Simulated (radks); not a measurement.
The numbers below are computed, except where a source is named.
Fractional charge and spin in the 6s shell of bismuth: the spin-up occupation runs from 0 to 1 and the spin-down occupation from 0 to 1; the fullest corner is Bi, [Xe] 4f14 5d10 6p(up 1.5, down 1.5) 6s(up 1, down 1). Level of theory: scalar-relativistic Kohn-Sham, PBEsol, spin-polarised, spherical densities, finite nucleus; Fermi nuclear charge, rms radius of each element as measured or else 0.836 A^(1/3) + 0.57 fm (a radial shooting solver on a logarithmic mesh with Libxc functionals). Energy (eV) minus the two flat planes that join the four corners (they meet along the diagonal where the two added fractions sum to one electron); zero is where a piecewise linear energy would lie.

down \ up       0    0.25     0.5    0.75       1
0           0.000  -0.876  -1.161  -0.866   0.000
0.25       -0.876  -1.109  -0.764   0.149  -0.789
0.5        -1.161  -0.764   0.198  -0.693  -1.042
0.75       -0.866   0.149  -0.693  -0.995  -0.773
1           0.000  -0.789  -1.042  -0.773   0.000

Corners above the fullest one (they belong to Bi+ and the next ion): (up 1, down 0) 18.590 eV, (up 0, down 1) 18.590 eV, (up 0, down 0) 46.810 eV. With half an added electron in each spin the energy lies 0.198 eV from the planes, and with half an added electron in spin up alone -1.161 eV. The planes are only a guide here: the flat-plane condition holds for ground states with one frontier orbital, while this shell lies below other occupied shells, so the corners above the fullest one are inner-hole states and not the ground states of those ions.
